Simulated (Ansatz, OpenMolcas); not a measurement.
How methods differ on AlCl3 (aluminium trichloride (monomer))

AlCl3, singlet, SMILES `Cl[Al](Cl)Cl`. Each level relaxes the structure for itself.

Quantity: the highest harmonic wavenumber at each level's own minimum, in cm⁻¹. The values are calculated.

```tsv
level	kind	program	value (cm⁻¹)
HF/3-21G	Hartree–Fock	OpenMolcas	609
HF/6-31G* (Cartesian functions)	Hartree–Fock	OpenMolcas	642
HF/cc-pVTZ	Hartree–Fock	OpenMolcas	637
PBE0-D4/def2-TZVP	global hybrid	Ansatz	626
CASSCF(4,4)/6-31G	multireference	OpenMolcas	583
```

Harmonic and unscaled. The values span 583 to 642 cm⁻¹.
